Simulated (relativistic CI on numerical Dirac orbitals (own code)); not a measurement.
## What each ingredient does to the levels of Ta⁶³⁺

Base calculation: Dirac-Coulomb-Breit CI, KLI orbitals optimised for each configuration, model QED, unscaled Slater integrals.

CI space (outside the closed core 1s2): 2s2 2p6, 2s2 2p5 3s, 2s2 2p5 3p, 2s2 2p5 3d, 2s 2p6 3s, 2s 2p6 3p, 2s 2p6 3d, 2s2 2p5 4s, 2s2 2p5 4p, 2s2 2p5 4d, 2s2 2p5 4f, 2s2 2p4 3s2, 2s 2p6 4s, 2s2 2p4 3s 3p, 2s 2p6 4p, 2s2 2p4 3s 3d. Levels of other configurations are missing.

Variants: (1) QED terms removed; (2) configuration mixing switched off. Shifts of the energy above 2s2 2p6 1S_0, in eV, for the lowest level and the first level of each name with at least 55 % of one term (blank where a level changes its place among those of its configuration and J or its character, or is not in the variant):

| Level | Base | Δ(1) | Δ(2) |
| --- | --- | --- | --- |
| 2s2 2p6 1S_0 | 0.0 | 0.0 | 0.0 |
| 2s2 2p5 3s 3P°_2 | 8063.4 | -2.6 | +0.2 |
| 2s2 2p5 3s 1P°_1 | 8071.8 | -2.6 | +0.3 |
| 2s2 2p5 3p 3D_3 | 8564.8 | +1.7 | -0.1 |
| 2s2 2p5 3p 1P_1 | 8565.2 | +1.7 | +0.3 |
| 2s2 2p5 3p 3P_2 | 8577.6 | +1.7 | -0.2 |
| 2s2 2p5 3p 1S_0 | 8634.0 | +1.7 | +0.6 |
| 2s2 2p5 3d 3P°_0 | 8721.1 | +2.6 | +0.2 |
| 2s2 2p5 3d 3P°_1 | 8730.9 | +2.6 | 0.0 |
| 2s2 2p5 3d 3F°_4 | 8810.0 | +2.4 | -0.4 |
| 2s2 2p5 3d 3D°_3 | 8827.0 | +2.4 | -0.3 |
| 2s2 2p5 3d 1P°_1 | 8855.9 | +2.4 | +0.3 |
| 2s2 2p5 3s 3P°_0 | 9366.2 | -3.9 | +0.6 |
| 2s2 2p5 3s 3P°_1 | 9369.6 | -3.9 | +0.1 |
| 2s2 2p5 3p 3D_1 | 9508.2 | +0.8 | +0.2 |
| 2s2 2p5 3p 3P_0 | 9556.1 | +0.8 | +1.0 |
| 2s 2p6 3s 3S_1 | 9830.3 | +9.8 | +10.9 |
| 2s 2p6 3s 1S_0 | 9874.8 | +13.3 | +0.3 |
| 2s 2p6 3p 3P°_1 | 9988.3 | +17.1 | +2.2 |
| 2s 2p6 3p 3P°_0 | 9990.6 | +17.9 | -1.6 |
| 2s2 2p5 3d 3F°_2 | 10034.2 | +1.3 | -0.3 |
| 2s 2p6 3p 3P°_2 | 10348.2 | +17.5 | -1.3 |

At this charge energies of transitions that change n are usually good to better than 1 %, and those within a shell (Δn = 0) to a few per cent.

Ionisation energy from the two ground configurations alone: base 15134.8 eV. The NIST ASD value (theoretical) is 15137 eV.

LS names give the leading component of a level, which can be under half, so a name can repeat, a term be missing and a line seem to break the LS rules.
